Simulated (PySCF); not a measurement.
A species of formula C7H14S has this rotational fingerprint, computed with PBE0-D3(BJ)/def2-SVP geometry optimisation, gas phase in PySCF:

| Item | Value |
| --- | --- |
| Rotational constants | A = 2933, B = 975.4, C = 787.2 MHz |
| Dipole components | \|μa\| = 1.33 D, \|μb\| = 0.99 D, \|μc\| = 0.23 D |
| Inertial defect | -48.43 u·Å² |
| κ | -0.82 |

Task: Which candidate fits, each taken in the one conformer that was computed?
A. `[CH3:1][S:2][C@@H:3]1[CH2:4][C@H:5]1[CH:6]([CH3:7])[CH3:8]` with C1–S2–C3–C4 144°, C4–C5–C6–C7 153°
B. `[CH2:1]=[C:2]([S:3][CH2:4][CH3:5])[CH:6]([CH3:7])[CH3:8]` with C1–C2–S3–C4 -11°, C2–S3–C4–C5 -74°, C1–C2–C6–C7 -26° (2-(ethylthio)-3-methyl-1-butene)
C. `[CH3:1][CH2:2][S:3][CH2:4][CH:5]1[CH2:6][CH2:7][CH2:8]1` with C1–C2–S3–C4 -74°, C2–S3–C4–C5 176°, S3–C4–C5–C6 -174°, C4–C5–C6–C7 141°, C5–C6–C7–C8 -19°, C6–C7–C8–C5 19°, C4–C5–C8–C7 -141°
D. `[CH3:1]/[CH:2]=[CH:3]/[S:4][C:5]([CH3:6])([CH3:7])[CH3:8]` with C2–C3–S4–C5 -135°

Result: A. It is CS[C@@H]1C[C@H]1C(C)C, an asymmetric top, point group C1. The candidates at the same level (rigid rotor, commonest isotopes):

```json
{"SMILES": "C/C=C/SC(C)(C)C", "A (MHz)": "3312", "B (MHz)": "856.3", "C (MHz)": "817.9", "μa (D)": "0.03", "μb (D)": "1.47", "μc (D)": "0.09", "Δ (u·Å²)": "-124.84", "point group": "C1", "rotor": "near-prolate asymmetric top"}
{"SMILES": "CCSCC1CCC1", "A (MHz)": "4077", "B (MHz)": "738.3", "C (MHz)": "723.8", "μa (D)": "0.17", "μb (D)": "1.36", "μc (D)": "0.52", "Δ (u·Å²)": "-110.25", "point group": "C1", "rotor": "near-prolate asymmetric top"}
{"SMILES": "C=C(SCC)C(C)C", "A (MHz)": "3022", "B (MHz)": "952.9", "C (MHz)": "900.6", "μa (D)": "0.45", "μb (D)": "0.60", "μc (D)": "0.46", "Δ (u·Å²)": "-136.47", "point group": "C1", "rotor": "near-prolate asymmetric top"}
{"SMILES": "CS[C@@H]1C[C@H]1C(C)C", "A (MHz)": "2933", "B (MHz)": "975.4", "C (MHz)": "787.2", "μa (D)": "1.33", "μb (D)": "0.99", "μc (D)": "0.23", "Δ (u·Å²)": "-48.43", "point group": "C1", "rotor": "asymmetric top"}
```

`C=C(SCC)C(C)C` has C 14 % too high; `C/C=C/SC(C)(C)C` has A 13 % too high; `CCSCC1CCC1` has A 39 % too high. No structure here is proved a minimum.
